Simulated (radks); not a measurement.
The numbers below are computed, except where a source is named.
Problem. Spherical quantum dot in the effective-mass picture: electrons in a hard-walled sphere of radius 10.8, with a point charge +2 (a donor) at the centre, all in effective atomic units (hartree* = m*/eps^2 hartree, bohr* = eps/m* bohr), one dielectric constant everywhere. Level of theory: non-relativistic Kohn-Sham, r2SCAN, spin-polarised, spherical densities, generalised Kohn-Sham scheme (a radial shooting solver with Libxc functionals). Levels are named by radial order and angular momentum (1s, 1p, 1d, 2s, ...), and open shells are averaged over m. At N = 4 the configuration is 1s2 2s2. Does electron 5 go into 1p up or 1d up?

Solution. Into 1p up. The total energies of the other choices lie higher by 0.0485 hartree* (1d up).
